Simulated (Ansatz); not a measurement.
Ansatz (an electronic-structure program) input (PBE/6-311+G**): The .json file is the Basis Set Exchange's 6-311+G**.

Ansatz 0.2 input:
```yaml
crystal:
  periodic: [false, false, false]
  atoms:
    - {symbol: C, position_ang: [-1.62271300, -0.10075300, 0.45076600]}
    - {symbol: N, position_ang: [-0.36003300, -0.65295100, 0.09427100]}
    - {symbol: Si, position_ang: [0.97913200, 0.23338000, -0.27041700]}
    - {symbol: H, position_ang: [-2.37081400, -0.89236600, 0.65179400]}
    - {symbol: H, position_ang: [-1.62735400, 0.53006300, 1.37269500]}
    - {symbol: H, position_ang: [-2.10001600, 0.54552200, -0.32538800]}
    - {symbol: H, position_ang: [2.14528100, -0.65719600, -0.60312300]}
    - {symbol: H, position_ang: [1.56385900, 1.18067400, 0.78744600]}
    - {symbol: H, position_ang: [0.93770300, 1.20115300, -1.46207500]}
basis:
  gaussian:
    orbitals: 6-311+G__.json
hamiltonian:
  xc: {name: PBE}
total_charge: -1
output: {forces: true}
```

Output:

```
Functional definition: PBE
integrals: 0.04 GiB planned
860 factors; their error is unknown
mean field: 0.28 GiB planned
mean field evaluation 1: about -10489.2273 eV, gradient 5.2e1 eV
mean field evaluation 2: about -10382.6698 eV, gradient 1.5e2 eV
mean field evaluation 4: about -10495.2000 eV, gradient 1.2e1 eV
mean field evaluation 8: about -10495.6082 eV, gradient 3.0e-1 eV
mean field evaluation 16: about -10495.5877 eV, gradient 3.6e-5 eV
mean field -10495.58771081 eV, -385.7057342073 hartree, gradient 3.6e-5 eV, S^2 0.000000; 0 other end points of the search recorded, 0 dependent functions left out
the calculation of the forces begins
reference -10495.58777700 eV, -385.7057366399 hartree; 17, 17 occupied and 94, 94 virtual orbitals, 860 factors
Total energy: -10495.58777700 eV, -385.7057366399 hartree
Atom 0 at    -1.622713    -0.100753     0.450766 Å, force     0.122240    -0.074055    -0.034700 eV/Å
Atom 1 at    -0.360033    -0.652951     0.094271 Å, force    -0.472731    -0.573792     0.126362 eV/Å
Atom 2 at     0.979132     0.233380    -0.270417 Å, force     0.379415     0.216749    -0.103637 eV/Å
Atom 3 at    -2.370814    -0.892366     0.651794 Å, force    -0.175776    -0.191342     0.047185 eV/Å
Atom 4 at    -1.627354     0.530063     1.372695 Å, force    -0.007464     0.188010     0.283117 eV/Å
Atom 5 at    -2.100016     0.545522    -0.325388 Å, force    -0.151773     0.192730    -0.235327 eV/Å
Atom 6 at     2.145281    -0.657196    -0.603123 Å, force     0.199701    -0.149555    -0.056948 eV/Å
Atom 7 at     1.563859     1.180674     0.787446 Å, force     0.116990     0.193542     0.216165 eV/Å
Atom 8 at     0.937703     1.201153    -1.462075 Å, force    -0.010601     0.197715    -0.242216 eV/Å
Dipole moment:    -0.208168     0.197608     0.059743 e Å
```

The dipole moment of an ion depends on the origin.

The geometry given is a B3LYP-D3(BJ)/def2-TZVP minimum.
